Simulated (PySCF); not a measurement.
Molecule: `[SiH3]C[SiH]1P[SiH2]P1`, CH10P2Si3.

Geometry (Å), atoms numbered from 1 in this order:
```xyz
16

Si    2.868   -0.149    0.667
C     1.433    0.581   -0.342
Si   -0.148   -0.456   -0.270
P    -1.120   -0.279    1.779
Si   -2.806    0.642    0.583
P    -1.827    0.529   -1.453
H     3.223   -1.448    0.091
H     2.466   -0.307    2.063
H     4.018    0.754    0.571
H     1.213    1.585    0.023
H     1.733    0.690   -1.383
H     0.045   -1.857   -0.669
H    -1.645   -1.558    1.775
H    -4.062   -0.101    0.668
H    -2.973    2.041    0.973
H    -2.425   -0.660   -1.822
```

Frames of a GFN2-xTB Langevin trajectory at 300 K; GIAO PBE0/pcSseg-1 shieldings in PySCF 2.14.0 with density-fitted response routines, gas phase, non-relativistic; equivalent atoms averaged within each frame.

Chemical shifts δ = σref − σ; $^{29}$Si (349.16 ppm), $^{13}$C (186.93 ppm), $^{1}$H (31.72 ppm) vs TMS; $^{31}$P (318.38 ppm) against H3PO4, all at this level. The references are static minima.

Question: How do the shifts (ppm) fluctuate along the trajectory?

Answer: 
```csv
time (fs),Si3,Si5,Si1,C2,P4/P6,H14,H15,H12,H7/H8/H9,H13/H16
250,-30.1,-74.6,-76.4,-5.7,-124.3,5.30,4.63,4.61,4.00,3.39
425,-27.8,-57.4,-81.3,-1.2,-261.5,5.28,5.93,6.11,4.16,1.81
625,-25.0,-84.7,-88.0,2.8,-295.2,5.62,4.61,5.39,4.11,2.24
800,-35.4,-83.1,-78.2,-0.8,-222.7,5.44,4.67,5.95,3.82,3.45
1000,-34.9,-74.5,-78.9,3.4,-249.7,5.66,4.62,5.90,3.80,3.42
mean of frames,-30.7,-74.9,-80.6,-0.3,-230.7,5.46,4.89,5.59,3.98,2.87
standard deviation,4.5,10.8,4.5,3.7,64.9,0.17,0.58,0.61,0.16,0.78
```

5 frames give an uncertainty of the mean of about the standard deviation over 2.2 at best, since frames this close in time may not be independent; classical motion lacks zero-point vibration, and the reference would need the same averaging.
